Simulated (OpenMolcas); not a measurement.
## OpenMolcas run: W

Input:

```
&GATEWAY
Coord
1

W 0.0 0.0 0.0
Basis=ANO-R1
Group=XYZ
NoMove
AngMom=0.0 0.0 0.0
AMFI
&SEWARD
* reference wave functions (RASSCF and RASSI steps not shown): 4 electrons in 5 orbitals (5d)
>>> COPY JOB001 $Project.JobIph
&CASPT2
Multistate=5 1 2 3 4 5
Frozen=14 16
IPEA=0.25
Imaginary=0.1
MaxIter=60
WThr=0.0 0.3 0.05
PrWF=0.5
NoMix
>>> COPY JOB002 $Project.JobIph
&CASPT2
Multistate=45 1 2 3 4 5 6 7 8 9 10 11 12 13 14 15 16 17 18 19 20 21 22
23 24 25 26 27 28 29 30 31 32 33 34 35 36 37 38 39 40 41 42 43 44 45
Frozen=14 16
IPEA=0.25
Imaginary=0.1
MaxIter=60
WThr=0.0 0.3 0.05
PrWF=0.5
NoMix
>>> COPY JOB003 $Project.JobIph
&CASPT2
Multistate=49 1 2 3 4 5 6 7 8 9 10 11 12 13 14 15 16 17 18 19 20 21 22
23 24 25 26 27 28 29 30 31 32 33 34 35 36 37 38 39 40 41 42 43 44 45 46
47 48 49
Frozen=14 16
IPEA=0.25
Imaginary=0.1
MaxIter=60
WThr=0.0 0.3 0.05
PrWF=0.5
NoMix
```

Output, cut to the results:

```
--- CASPT2 ---
Orbital specifications:
      -----------------------

      Symmetry species                           1   2
                                                ag  au
      Frozen orbitals                           14  16
      Inactive orbitals                          2   3
      Active orbitals                            5   0
      Secondary orbitals                         6  10
      Deleted orbitals                           0   0
      Number of basis functions                 27  29
Type of calculation                        MS-CASPT2
      Fock operator                              state-specific
      IPEA shift                                 0.25
      Real shift                                 0.00
      Imaginary shift                            0.10
      The input orbitals will be transformed to quasi-canonical
Reference energy:      -16138.3900451407
      E2 (Non-variational):      -0.2205610244
      Shift correction:          -0.0006276702
      E2 (Variational):          -0.2211886946
      Total energy:          -16138.6112338353
      Residual norm:              0.0000008779
      Reference weight:           0.91335
      Contributions to the CASPT2 correlation energy
      Active & Virtual Only:         -0.0255094045
      One Inactive Excited:          -0.1102853374
      Two Inactive Excited:          -0.0847662826
Reference energy:      -16138.3900451407
      E2 (Non-variational):      -0.2205102342
      Shift correction:          -0.0006174936
      E2 (Variational):          -0.2211277278
      Total energy:          -16138.6111728686
      Residual norm:              0.0000008882
      Reference weight:           0.91355
      Contributions to the CASPT2 correlation energy
      Active & Virtual Only:         -0.0255093988
      One Inactive Excited:          -0.1102335949
      Two Inactive Excited:          -0.0847672405
::    CASPT2 Root  1     Total energy: -16138.61123384
::    CASPT2 Root  2     Total energy: -16138.61117287
::    CASPT2 Root  3     Total energy: -16138.61101251
::    CASPT2 Root  4     Total energy: -16138.61118832
::    CASPT2 Root  5     Total energy: -16138.61120157
::    MS-CASPT2 Root  1     Total energy: -16138.61131478
::    MS-CASPT2 Root  2     Total energy: -16138.61126654
::    MS-CASPT2 Root  3     Total energy: -16138.61122349
::    MS-CASPT2 Root  4     Total energy: -16138.61111180
::    MS-CASPT2 Root  5     Total energy: -16138.61089250
--- CASPT2 ---
Orbital specifications:
      -----------------------

      Symmetry species                           1   2
                                                ag  au
      Frozen orbitals                           14  16
      Inactive orbitals                          2   3
      Active orbitals                            5   0
      Secondary orbitals                         6  10
      Deleted orbitals                           0   0
      Number of basis functions                 27  29
Type of calculation                        MS-CASPT2
      Fock operator                              state-specific
      IPEA shift                                 0.25
      Real shift                                 0.00
      Imaginary shift                            0.10
      The input orbitals will be transformed to quasi-canonical
Reference energy:      -16138.3295185444
      E2 (Non-variational):      -0.2247521003
      Shift correction:          -0.0005699492
      E2 (Variational):          -0.2253220495
      Total energy:          -16138.5548405939
      Residual norm:              0.0000001179
      Reference weight:           0.91293
      Contributions to the CASPT2 correlation energy
      Active & Virtual Only:         -0.0286984273
      One Inactive Excited:          -0.1123368035
      Two Inactive Excited:          -0.0837168695
Reference energy:      -16138.3295185444
      E2 (Non-variational):      -0.2251697027
      Shift correction:          -0.0005908274
      E2 (Variational):          -0.2257605300
      Total energy:          -16138.5552790744
      Residual norm:              0.0000002646
      Reference weight:           0.91213
      Contributions to the CASPT2 correlation energy
      Active & Virtual Only:         -0.0289401137
      One Inactive Excited:          -0.1125239577
      Two Inactive Excited:          -0.0837056312
::    CASPT2 Root  1     Total energy: -16138.55484059
::    CASPT2 Root  2     Total energy: -16138.55527907
::    CASPT2 Root  3     Total energy: -16138.55494313
::    CASPT2 Root  4     Total energy: -16138.55500066
::    CASPT2 Root  5     Total energy: -16138.55502969
::    CASPT2 Root  6     Total energy: -16138.55488065
::    CASPT2 Root  7     Total energy: -16138.55512352
::    CASPT2 Root  8     Total energy: -16138.55507128
::    CASPT2 Root  9     Total energy: -16138.55497966
::    CASPT2 Root 10     Total energy: -16138.55490167
::    CASPT2 Root 11     Total energy: -16138.55494327
::    CASPT2 Root 12     Total energy: -16138.56051725
::    CASPT2 Root 13     Total energy: -16138.56051076
::    CASPT2 Root 14     Total energy: -16138.56049105
::    CASPT2 Root 15     Total energy: -16138.55367372
::    CASPT2 Root 16     Total energy: -16138.55381337
::    CASPT2 Root 17     Total energy: -16138.55343837
::    CASPT2 Root 18     Total energy: -16138.55366612
::    CASPT2 Root 19     Total energy: -16138.55340089
::    CASPT2 Root 20     Total energy: -16138.55381551
::    CASPT2 Root 21     Total energy: -16138.55360743
::    CASPT2 Root 22     Total energy: -16138.54611975
::    CASPT2 Root 23     Total energy: -16138.54607666
::    CASPT2 Root 24     Total energy: -16138.54600309
::    CASPT2 Root 25     Total energy: -16138.54622757
::    CASPT2 Root 26     Total energy: -16138.54614805
::    CASPT2 Root 27     Total energy: -16138.54584893
::    CASPT2 Root 28     Total energy: -16138.54636621
::    CASPT2 Root 29     Total energy: -16138.54618981
...
```

Levels above the lowest, from the spin-orbit matrix with the multistate effective Hamiltonian, averaged by term, added to it:

| Configuration | Term | J | E (cm-1) | Measured (cm-1) | g | Term weight % | Second |
| --- | --- | --- | --- | --- | --- | --- | --- |
| 5d4 6s2 | 5D | 0 | 0.0 | 0.0 |  | 74 | 23 3P(1) |
| 5d4 6s2 | 5D | 1 | 1902 | 1670 | 1.500 | 88 | 11 3P(1) |
| 5d4 6s2 | 5D | 2 | 3870 | 3326 | 1.488 | 95 | 3 3P(1) |
| 5d4 6s2 | 5D | 3 | 5620 | 4830 | 1.477 | 93 | 4 3F(1) |
| 5d4 6s2 | 5D | 4 | 7120 | 6219 | 1.457 | 85 | 13 3F(1) |
| 5d4 6s2 | 3P(1) | 0 | 11220 | 9258 |  | 60 | 25 5D |
| 5d4 6s2 | 3H | 4 | 14140 |  | 0.952 | 54 | 16 3G |
| 5d4 6s2 | 3P(1) | 1 | 15400 | 13307 | 1.435 | 84 | 10 5D |
| 5d4 6s2 | 3G | 3 | 16330 |  | 0.916 | 55 | 36 3F(1) |
| 5d4 6s2 | 3F(1) | 2 | 16660 |  | 0.759 | 78 | 11 1D(1) |
| 5d4 6s2 | 3H | 5 | 17230 |  | 1.071 | 77 | 23 3G |
| 5d4 6s2 | 3H | 6 | 18800 |  | 1.139 | 83 | 17 1I |
| 5d4 6s2 | 3P(1) | 2 | 19440 | 19254 | 1.370 | 66 | 28 3D |
| 5d4 6s2 | 3F(1) | 4 | 19440 |  | 1.066 | 35 | 32 3H |
| 5d4 6s2 | 3G | 4 | 20540 |  | 1.076 | 44 | 32 1G(1) |
| 5d4 6s2 | 3F(1) | 3 | 21400 |  | 1.009 | 57 | 28 3G |
| 5d4 6s2 | 3D | 3 | 22350 |  | 1.239 | 76 | 13 3G |
| 5d4 6s2 | 3D | 2 | 23460 |  | 1.157 | 41 | 20 3P(1) |
| 5d4 6s2 | 3G | 5 | 23620 |  | 1.163 | 77 | 23 3H |
| 5d4 6s2 | 3D | 1 | 24460 |  | 0.576 | 92 | 5 3P(1) |
| 5d4 6s2 | 1I | 6 | 26050 |  | 1.028 | 83 | 17 3H |
| 5d4 6s2 | 1S | 0 | 26110 |  |  | 80 | 17 3P(1) |
| 5d4 6s2 | 1G(1) | 4 | 27940 |  | 1.057 | 50 | 22 3F(1) |
| 5d4 6s2 | 1D(1) | 2 | 29440 |  | 1.073 | 51 | 18 3D |

Against the 7 measured excited levels shown (NIST Handbook of Basic Atomic Spectroscopic Data) the mean absolute deviation is 960 cm-1; the largest miss in energy is 5d4 6s2 3P1(1): computed 15400, measured 13307 cm-1 (+15.7 %), and the largest in proportion 5d4 6s2 3P0(1) [60 %] (+21.2 %).

CASPT2 breaks the degeneracy within a term, and the mean is taken; among the terms shown or strongly mixed into the levels shown the widest spread is 1200 cm-1 (5d4 6s2 1I). Some high roots are left out of the spin-orbit mixing, which shifts the levels that they would mix with. With the s shell closed, the reference lacks s² → p², s² → d² and s → d mixing, so excited terms can stand far too high and out of order, with CASPT2 too. The CASPT2 spread within a term exceeds the gap to the next term for 5d4 6s2 3H and 5d4 6s2 3F(1), 5d4 6s2 3D and 5d4 6s2 1G(1), 5d4 6s2 1G(1) and 5d4 6s2 1S and others, so the order of their levels is uncertain, and so are names and mixing where such terms share a J. Some terms miss by over 15 % even with CASPT2, which points to a basis or an active space too small for the shells correlated. Computed and measured levels are paired by configuration, term and J; levels that our copy of the source lacks, or whose pairing is in doubt (as where it misses far off the trend of its configuration), stay unpaired and out of the deviations. Levels of configurations outside the active space are missing. The first state left out of the spin-orbit step lies near 69000 cm-1 above the lowest spin-free state of the reference (among the parities and spins computed), and the list stops at four fifths of that energy or lower. The table shows the lowest 24 of 33 levels.

The term weight is that of the spin-free term in the level, not the purity of its configuration. A share in square brackets marks a mixed level and gives the weight of the term that names it. A number in round brackets counts repeated terms of one configuration in the order of the reference energies.
